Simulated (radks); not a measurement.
The numbers below are computed, except where a source is named.
Os59+, configuration [Ne] 3s2 3p5 (the NIST ground configuration).

Level of theory: Dirac Kohn-Sham, LDA (Slater exchange, Perdew-Wang correlation), spin-unpolarised, spherical densities, finite nucleus; open shells fill j = l - 1/2 first; Fermi nuclear charge, rms radius 5.4126 fm (a radial shooting solver on a logarithmic mesh with Libxc functionals).

Energy parts (eV):
total: -368052.43
kinetic: 429114.59
electron-nucleus: -831821.37
Hartree: 39254.10
exchange-correlation: -4599.76

Orbitals (lengths in bohr, moments of r in powers of bohr; <r^-3> diverges for s and p1/2; r(max) is where P^2 peaks):
orbital  occ.  eigenvalue (eV)      <r^2>  <r^-3>      <r>   r(max)
1s1/2       2        -78213.48  0.0004340       -  0.01775  0.01104
2s1/2       2        -17220.76   0.006460       -  0.07361  0.06338
2p1/2       2        -16728.31   0.004585       -  0.06073  0.04689
2p3/2       4        -15170.71   0.005723   18270  0.06867  0.05384
3s1/2       2        -6778.644    0.03714       -   0.1801   0.1713
3p1/2       2        -6593.534    0.03327       -   0.1691   0.1591
3p3/2       3        -6187.706    0.03800    5042   0.1812   0.1715

The highest occupied level is 3p3/2 at -6187.7 eV. The electron density at the nucleus is 1.667e+06 e/bohr^3. The density falls to 0.001 e/bohr^3 at r = 0.56 bohr. Summed over all electrons, <r^2> = 0.3007 bohr^2, which gives a Langevin (diamagnetic) susceptibility term of -0.238 x 10^-6 cm^3/mol. For comparison, the ionisation energy in NIST's Atomic Spectra Database is 6240 eV (theoretical). In exact Kohn-Sham theory the highest level is minus the ionisation energy, but local and semilocal functionals leave it too shallow, through self-interaction and a potential that decays too fast; potentials with the right tail come closer.

Beside tabulated values, note that spin-unpolarised runs miss the spin-polarisation part of the exchange energy of open shells.
